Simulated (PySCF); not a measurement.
## Electron correlation in Te+ (tellurium, charge +1)

[Kr] 4d10 5s1 5p4, high-spin 4P determinant (an excited configuration). Calculation: PySCF 2.14, in aug-cc-pVDZ-PP with ECP28MDF (5s4p3d, 32 functions); a scalar-relativistic core potential. Frozen: 4s2 4p6 4d10; 5 electrons correlated.

| level | correlation energy (mhartree) |
| --- | --- |
| CCSD | -83.34 |
| (T) | -3.52 |
| CCSD(T) | -86.86 |
| CCSDT | -88.30 |

Diagnostics: T1 = 0.016, D1 = 0.0391, largest double amplitude 0.267.

Question: Is a single reference adequate?

Answer: Not fully. A double-excitation amplitude exceeds 0.15, a sign of near-degeneracy.
